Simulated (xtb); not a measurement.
C4H11S (SMILES CC[SH+]CC), charge +1, singlet, at a GFN2-xTB geometry, atoms displaced at random by about 0.02 Å a coordinate; xtb 6.7.1 with GFN1-xTB with ALPB(water).

xtb was given this input:
```
$ xtb mol.xyz --gfn 1 --chrg 1 --opt --alpb water --json

# file mol.xyz
16

C      2.60173476     0.28167334    -0.44285149
C      1.45556266    -0.60991423    -0.13609116
S     -0.01807365     0.44135344     0.32176408
C     -1.41278637    -0.66740675     0.12555653
C     -2.68984513     0.09679928    -0.00142097
H      3.47669076    -0.34750929    -0.64971884
H      2.46475423     0.89250255    -1.30883571
H      2.92732679     0.92044103     0.37312523
H      1.17223682    -1.18746475    -1.00925685
H      1.65404956    -1.22492091     0.72000504
H     -0.11461564     1.08822597    -0.84206734
H     -1.19066791    -1.28757463    -0.78694780
H     -1.42084721    -1.31515225     1.00555084
H     -3.49659415    -0.64608204    -0.04437140
H     -2.87042190     0.73282751     0.84312509
H     -2.71120202     0.73512418    -0.89890600
```

The log (banner, timings and long lists left out):

```
   ID    Z sym.   atoms
    1    6 C      1, 2, 4, 5
    2   16 S      3
    3    1 H      6-16

           -------------------------------------------------
          |                Calculation Setup                |
           -------------------------------------------------

           -------------------------------------------------
          |                 G F N 1 - x T B                 |
           -------------------------------------------------

      * Solvation model:               ALPB
        Solvent                        water
        Parameter file                 internal GFN1-xTB/ALPB
        Dielectric constant                8.0200E+01
        Reference state                gsolv [1 M gas/solution]
        Free energy shift                  4.2456E-03 Eh       2.6642E+00 kcal/mol
        Temperature                        2.9815E+02 K
        Density                            1.0000E+00 kg/L
        Solvent mass                       1.8000E+01 g/mol
        Interaction kernel             P16
        Born radius scaling (c1)           1.9452E+00
        Born radii integrator          GBOBC
        Born offset                        0.0000E+00 a0       0.0000E+00 AA
        H-bond correction              true
        Ion screening                  false
        Surface tension                    1.0000E-05 Eh       1.5569E+01 dyn/cm
        Grid points                               230 per atom

          ...................................................
          :                      SETUP                      :
          :.................................................:
          :  # basis functions                  48          :
          :  # atomic orbitals                  47          :
          :  # shells                           33          :
          :  # electrons                        32          :
          :  # halogen bonds                     0          :
          :  max. iterations                   250          :
          :  Hamiltonian                  GFN1-xTB          :
          :  restarted?                      false          :
          :  GBSA solvation                   true          :
          :  PC potential                    false          :
          :  electronic temp.          300.0000000     K    :
          :  accuracy                    1.0000000          :
          :  -> integral cutoff          0.2500000E+02      :
[...]
         :: total energy             -17.701942214327 Eh    ::
 * total energy  :   -17.7019422 Eh     change       -0.1563194E-12 Eh
 * total energy  :   -17.7062704 Eh     change       -0.4328158E-02 Eh
 * total energy  :   -17.7069460 Eh     change       -0.6755801E-03 Eh
 * total energy  :   -17.7070003 Eh     change       -0.5437844E-04 Eh
 * total energy  :   -17.7070162 Eh     change       -0.1590476E-04 Eh
 * total energy  :   -17.7070195 Eh     change       -0.3305084E-05 Eh
   *** GEOMETRY OPTIMIZATION CONVERGED AFTER 6 ITERATIONS ***
         :: total energy             -17.707019541116 Eh    ::
[...]
     7H     0.06527  0.11797   0.935  0.000  0.000
     8H     0.06841  0.12119   0.932  0.000  0.000
     9H     0.08575  0.14234   0.914  0.000  0.000
    10H     0.09111  0.14790   0.909  0.000  0.000
    11H     0.26497  0.33799   0.735  0.000  0.000
    12H     0.08576  0.14232   0.914  0.000  0.000
    13H     0.09104  0.14784   0.909  0.000  0.000
    14H     0.08470  0.13647   0.915  0.000  0.000
    15H     0.06859  0.12141   0.931  0.000  0.000
    16H     0.06515  0.11781   0.935  0.000  0.000

Wiberg/Mayer (AO) data.
largest (>0.10) Wiberg bond orders for each atom

 ---------------------------------------------------------------------------
     #   Z sym  total        # sym  WBO       # sym  WBO       # sym  WBO
 ---------------------------------------------------------------------------
     1   6 C    3.981 --     2 C    1.021     8 H    0.983     7 H    0.983
                             6 H    0.969
     2   6 C    3.899 --     1 C    1.021     9 H    0.974    10 H    0.971
                             3 S    0.899
     3  16 S    2.763 --    11 H    0.901     2 C    0.899     4 C    0.898
     4   6 C    3.899 --     5 C    1.021    12 H    0.974    13 H    0.971
                             3 S    0.898
     5   6 C    3.981 --     4 C    1.021    15 H    0.983    16 H    0.983
                            14 H    0.969
     6   1 H    0.994 --     1 C    0.969
     7   1 H    0.996 --     1 C    0.983
     8   1 H    0.996 --     1 C    0.983
     9   1 H    0.995 --     2 C    0.974
    10   1 H    0.996 --     2 C    0.971
    11   1 H    0.939 --     3 S    0.901
    12   1 H    0.995 --     4 C    0.974
    13   1 H    0.996 --     4 C    0.971
    14   1 H    0.994 --     5 C    0.969
    15   1 H    0.996 --     5 C    0.983
    16   1 H    0.996 --     5 C    0.983
 ---------------------------------------------------------------------------

Topologies differ in total number of bonds
Writing topology from bond orders to xtbtopo.mol

 dipole moment from electron density (au)
     X       Y       Z
  -0.0435  -0.1527  -0.5355  total (Debye):    1.420

optimized geometry written to: xtbopt.xyz

           -------------------------------------------------
          | TOTAL ENERGY              -17.707019541116 Eh   |
          | GRADIENT NORM               0.000639020191 Eh/α |
          | HOMO-LUMO GAP               6.216047132004 eV   |
           -------------------------------------------------

normal termination of xtb
```
